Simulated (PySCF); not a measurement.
**Computed properties of C4H2BrCl, SMILES C#C/C=C(/Cl)Br**

C4H2BrCl, SMILES C#C/C=C(\Br)Cl. Coordinates come from a B3LYP-D3(BJ)/def2-SVP optimisation. The structure was generated by enumeration; whether it is a known compound was not checked. One conformer was computed; it need not be the lowest. All values are computed for the isolated molecule unless a solvent is named; none is compared with measurement here.

**Structure.** The optimised structure has Cs symmetry. All 18 harmonic modes at B3LYP-D3(BJ)/def2-SVP (PySCF) are real, so it is a minimum. With heavy atoms numbered as in [CH:1]#[C:2]/[CH:3]=[C:4](/[Cl:5])[Br:6], the shortest bond between them is C1–C2 at 1.214 Å and the longest C4–Br6 at 1.888 Å.

**Vibrations.** The strongest infrared lines (harmonic, unscaled, degenerate partners summed) lie at 899 cm⁻¹ (130 km/mol, C 89 %, Cl 10 %), 3470 cm⁻¹ (92 km/mol, H 86 %, C 14 %), 1641 cm⁻¹ (38 km/mol, C 96 %). The softest mode is at 109 cm⁻¹ and the zero-point energy is 26.7 kcal/mol.

**Electronic structure.** M06-2X/def2-TZVP (PySCF) places the frontier levels at -8.20 and -0.77 eV, a gap of 7.43 eV, and gives a dipole moment of 1.01 D and a mean polarisability of 80.7 bohr³. PBE/def2-TZVP (PySCF) at the same geometry gives -6.03 and -2.43 eV, so its gap is 3.83 eV narrower. An orbital gap is neither the optical nor the fundamental gap.

**Excitations.** TDDFT-M06-2X/def2-SVPD (PySCF) has S1 at 4.96 eV (250 nm, f = 0.000, dark); the most intense of the 10 singlets computed lies at 5.20 eV (f = 0.38). T1 (TDA) is at 3.36 eV. TDDFT-PBE/def2-SVPD (PySCF) puts S1 at 4.38 eV. No vertical singlet excitation falls in the visible range (under 3.1 eV).

**NMR.** GIAO shifts at PBE0/pcSseg-1 (PySCF) (non-relativistic, atoms alike by connectivity averaged): ¹³C from 81.7 to 161.6 ppm against TMS; ¹H from 4.0 to 6.3 ppm against TMS. Without spin–orbit terms, shifts of atoms bonded to Cl or Br come out too high.

**Solvation.** SMD-M06-2X/6-31G* (PySCF) gives -0.9 kcal/mol in water, -5.5 kcal/mol in acetonitrile, -5.9 kcal/mol in chlorobenzene (1 M in both phases, gas-phase geometry).
